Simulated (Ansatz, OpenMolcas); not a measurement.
**CH6BSb (SMILES C[BH][SbH2]): the vertical energy of the triplet above the singlet, rung by rung**

The species is CH6BSb (9 atoms), meant as a singlet with charge 0. SMILES: `C[BH][SbH2]`. The coordinates come from a PBE0-D4/def2-TZVP relaxation. This is one conformer, not always the lowest.

Each level gives the vertical energy of the triplet above the singlet (eV). The values are calculated.

```json
{"level": "SVWN5/def2-SVPD (core potential)", "kind": "LDA", "program": "Ansatz", "value (eV)": "3.24", "less CCSD(T)/def2-SVPD": "-0.13", "CPU time (all runs)": "20 s"}
{"level": "BLYP/def2-SVPD (core potential)", "kind": "GGA", "program": "Ansatz", "value (eV)": "3.21", "less CCSD(T)/def2-SVPD": "-0.16", "CPU time (all runs)": "34 s"}
{"level": "PBE/def2-SVPD (core potential)", "kind": "GGA", "program": "Ansatz", "value (eV)": "3.10", "less CCSD(T)/def2-SVPD": "-0.27", "CPU time (all runs)": "33 s"}
{"level": "revPBE/def2-SVPD (core potential)", "kind": "GGA", "program": "OpenMolcas", "value (eV)": "3.08", "less CCSD(T)/def2-SVPD": "-0.29", "CPU time (all runs)": "4.8 min"}
{"level": "TPSS/def2-SVPD (core potential)", "kind": "meta-GGA", "program": "OpenMolcas", "value (eV)": "3.13", "less CCSD(T)/def2-SVPD": "-0.24", "CPU time (all runs)": "6.5 min"}
{"level": "MP2/def2-SVPD (core potential)", "kind": "perturbation theory", "program": "Ansatz", "value (eV)": "3.44", "less CCSD(T)/def2-SVPD": "+0.07", "CPU time (all runs)": "18 s"}
{"level": "CCSD(T)/def2-SVPD (core potential)", "kind": "coupled cluster or CI", "program": "Ansatz", "value (eV)": "3.37", "less CCSD(T)/def2-SVPD": "0.00", "CPU time (all runs)": "7.7 min"}
{"level": "CCSD/def2-SVPD (core potential)", "kind": "coupled cluster or CI", "program": "Ansatz", "value (eV)": "3.38", "less CCSD(T)/def2-SVPD": "+0.01", "CPU time (all runs)": "5 min"}
```

Differences are taken from CCSD(T)/def2-SVPD (core potential) for orientation; it has basis-set and higher-order errors of its own. Spin-orbit coupling is left out. The values span 3.08 to 3.44 eV. In the correlated wave-function rows the outer d shell of Sb is correlated, in sets not made for it. Times are those of the runs behind each value, whatever else they computed, on shared processors of several kinds: orders of magnitude only.
